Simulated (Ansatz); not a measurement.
Series Mo(NH)2X2: BLYP-D4/def2-TZVP single points in Ansatz on relaxed structures, gas phase. Core potentials for Mo, no spin–orbit coupling. Binding counts from free atoms in the multiplicity of their measured ground term, without zero-point energy. Names give formal oxidation states. The structures are stationary points that may keep the symmetry of their start. Remarks come from the PBE and PBE0 runs and from stability tests at other levels; not every state was tested.

```tsv
species	atoms	state	geometry	HOMO (eV)	LUMO (eV)	gap (eV)	binding per atom (eV)	point group (within 0.1 Å)	remarks
Mo(NH)2Cl2 (MoN2Cl2H2)	7	singlet	PBE-D4/def2-SVP	-6.91	-3.48	3.44	3.84	C2v	restricted SCF unstable in HF
Mo(NH)2(OH)2 (MoN2O2H4)	9	singlet	B3LYP-D4/def2-SVP	-6.22	-2.00	4.22	4.11	C2	restricted SCF unstable in HF
Mo(NH)2(NH2)2 (MoN4H6)	11	singlet	r2SCAN-D4/def2-SVP	-5.19	-1.57	3.62	3.85	C2v	–
```

**Question.** Estimate the rows for Mo(NH)2F2 (MoN2F2H2) (singlet, PBE-D4/def2-SVP geometry).

**Answer.** 
| species | atoms | state | geometry | HOMO (eV) | LUMO (eV) | gap (eV) | binding per atom (eV) | point group (within 0.1 Å) | remarks |
| --- | --- | --- | --- | --- | --- | --- | --- | --- | --- |
| Mo(NH)2F2 (MoN2F2H2) | 7 | singlet | PBE-D4/def2-SVP | -6.95 | -2.96 | 3.99 | 4.26 | C2v | restricted SCF unstable in HF |

The gap (eV) runs from 3.44 (Mo(NH)2Cl2) to 4.22 (Mo(NH)2(OH)2).
